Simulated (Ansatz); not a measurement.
Start from `CC#[C][GeH2][NH2]` and change one atom or group to get `C#[C][GeH2][NH2]`.

Ansatz, PBE0-D4/def2-TZVP geometries, multiplicity 1. Each molecule was computed in one conformer, which needn't be the lowest.

Scalar relativity is left out up to krypton.

```tsv
property	`CC#[C][GeH2][NH2]`
HOMO–LUMO gap (ωB97M-V/def2-TZVPP) / eV	11.46
size of the dipole moment (ωB97M-V/def2-TZVPP) / D	2.13
size of the dipole moment (PBE/def2-TZVPP) / D	2.10
HOMO energy (PBE/def2-TZVPP) / eV	-5.88
HOMO energy (ωB97M-V/def2-TZVPP) / eV	-9.58
LUMO energy (ωB97M-V/def2-TZVPP) / eV	1.87
```

Q: What does the change do to each property? (Best estimate.)

A: Computed: 
| property | `C#[C][GeH2][NH2]` | shift |
| --- | --- | --- |
| HOMO–LUMO gap (ωB97M-V/def2-TZVPP) / eV | 11.61 | 0.15 |
| size of the dipole moment (ωB97M-V/def2-TZVPP) / D | 1.10 | -1.03 |
| size of the dipole moment (PBE/def2-TZVPP) / D | 1.05 | -1.05 |
| HOMO energy (PBE/def2-TZVPP) / eV | -6.13 | -0.25 |
| HOMO energy (ωB97M-V/def2-TZVPP) / eV | -9.93 | -0.35 |
| LUMO energy (ωB97M-V/def2-TZVPP) / eV | 1.68 | -0.19 |

Dipoles are sizes alone; their direction can turn.
